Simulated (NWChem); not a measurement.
Species: SiOH cation, singlet; SMILES [OH+]=[Si]

Program: NWChem. Medium grid unless said otherwise, to which SCAN and Minnesota functionals are sensitive. Low-valent species are run as closed-shell singlets; no triplet was tried in these runs. All runs use the structure optimised with PBE0/def2-SVP.

Task: Order these by “orbital gap (eV)”, lowest first: B97-2/def2-TZVP; r2SCAN/def2-TZVP; LDA (Slater exchange, VWN5)/def2-TZVP; MPW1K/def2-TZVP.

Result: LDA (Slater exchange, VWN5)/def2-TZVP (5.89), r2SCAN/def2-TZVP (6.33), B97-2/def2-TZVP (7.77), MPW1K/def2-TZVP (9.59)
